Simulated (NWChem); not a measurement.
System meant: GeICl, singlet; SMILES [Cl][Ge][I]

The following NWChem deck was run.

```
start job
memory heap 200 mb stack 900 mb global 1100 mb
geometry units angstroms noautoz
  Ge     0.782824    -1.050482     0.000000
  Cl    -1.070617    -2.220367     0.000000
  I     -0.125088     1.346830     0.000000
end
basis spherical
  * library def2-svp
end
dft
  xc b3lyp
  iterations 150
  mulliken
end
task dft energy
```

End of the output:

```
             Grid Information
             ----------------
          Grid used for XC integration:  medium
          Radial quadrature: Mura-Knowles
          Angular quadrature: Lebedev.
          Tag              B.-S. Rad. Rad. Pts. Rad. Cut. Ang. Pts.
          ---              ---------- --------- --------- ---------
          Ge                  1.25      112           9.0       590
          Cl                  1.00       88          10.0       590
          I                   1.40      123          10.0       590
          Grid pruning is: on
          Number of quadrature shells:   323
          Spatial weights used:  Erf1

          Convergence Information
          -----------------------
          Convergence aids based upon iterative change in
          total energy or number of iterations.
          Levelshifting, if invoked, occurs when the
          HOMO/LUMO gap drops below (HL_TOL):  1.00D-02
          DIIS, if invoked, will attempt to extrapolate
          using up to (NFOCK): 10 stored Fock matrices.

                    Damping( 0%)  Levelshifting(0.5)       DIIS
                  --------------- ------------------- ---------------
          dE  on:    start            ASAP                start
          dE off:    2 iters        150 iters           150 iters

      Screening Tolerance Information
      -------------------------------
          Density screening/tol_rho:  1.00D-10
          AO Gaussian exp screening on grid/accAOfunc:  14
          CD Gaussian exp screening on grid/accCDfunc:  20
          XC Gaussian exp screening on grid/accXCfunc:  20
          Schwarz screening/accCoul:  1.00D-08

      Superposition of Atomic Density Guess
      -------------------------------------

      charge =      53.0 I (Iodine)

      symmetry species            s     p     d     f
      number of basis functions =10     7     6
      number of cont. functions = 4     4     2
      number of closed shells   = 5     3     2
      number of open shells     = 0     1     0
      open shell occupation     = 0     5     0
 ------------------------------------------------------------------------
 atomscf:atomd: error in atom scf                   0
 ------------------------------------------------------------------------
 ------------------------------------------------------------------------
  current input line :
    16: task dft energy
 ------------------------------------------------------------------------
 ------------------------------------------------------------------------
 This error has not yet been assigned to a category
 ------------------------------------------------------------------------
 For more information see the NWChem manual at https://nwchemgit.github.io

0:atomscf:atomd: error in atom scf:Received an Error in Communication
```

**Question.** Find the fault in this run and fix the input.

**Answer.** The run crashed. Cause: the def2 basis of a heavy element holds valence functions alone and wants its effective core potential (without it all electrons must fit into that basis). This input runs:
```
start job
memory heap 200 mb stack 900 mb global 1100 mb
geometry units angstroms noautoz
  Ge     0.782824    -1.050482     0.000000
  Cl    -1.070617    -2.220367     0.000000
  I     -0.125088     1.346830     0.000000
end
basis spherical
  * library def2-svp
end
ecp
  I library def2-ecp
end
dft
  xc b3lyp
  iterations 150
  mulliken
end
task dft energy
```
It converges to -2834.73543 Ha (B3LYP/def2-SVP with def2 effective core potentials on I).
